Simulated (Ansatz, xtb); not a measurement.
# Isomers of C3H9ClSi3 in order of energy

4 gas-phase structures of C3H9ClSi3, from a drawn sample of its isomers (lower ones may exist). Each was relaxed with GFN2-xTB; where two conformers were screened, the lower at r2SCAN-D4/def2-SVP//GFN2-xTB is listed:

A. `CC#C[Si@@H]([SiH3])[SiH2]Cl`, a singlet
B. `C#CC[Si@@H](Cl)[SiH2][SiH3]`, a singlet
C. `C#CC[Si@@H]([SiH3])[SiH2]Cl`, a singlet
D. `C=C1C[Si@@H]([SiH3])[Si@@H]1Cl`, a singlet

Q: Which do you expect lowest at r2SCAN-D4/def2-SVP//GFN2-xTB, and how would the others follow?

A: Calculated order at r2SCAN-D4/def2-SVP//GFN2-xTB: D (0.000), A (0.495), B (0.849), C (1.000) eV.

Energies above the lowest of each column, in eV; the last columns are at r2SCAN-D4/def2-SVP geometries and were run for some of them only (a dash: not run or not comparable):

```csv
structure,GFN2-xTB,HF/STO-3G,r2SCAN-D4/def2-SVP//GFN2-xTB,r2SCAN-D4/def2-SVP,CCSD(T)/def2-SVP + ΔMP2/def2-TZVPP
D,0.000,0.000,0.000,0.000,0.000
A,0.017,0.268,0.495,0.499,0.356
B,0.436,0.786,0.849,0.858,0.708
C,0.424,0.892,1.000,–,–
```

Every level run on D puts it lowest or level with the lowest. Flexible structures stand in one conformer each, not always the lowest. A keeps a small imaginary mode. Frequencies (GFN2-xTB) were run for A, B, D alone. ΔMP2 is the change of the MP2 energy from the smaller to the larger basis.

Over these structures GFN2-xTB departs from r2SCAN-D4/def2-SVP//GFN2-xTB by 0.183 eV on average once a common shift is removed. A GFN2-xTB relaxation took about 0.25 s and the r2SCAN-D4/def2-SVP//GFN2-xTB energy about 2.7 s on a shared host (Ansatz 0.2.0, xtb 6.7.1).
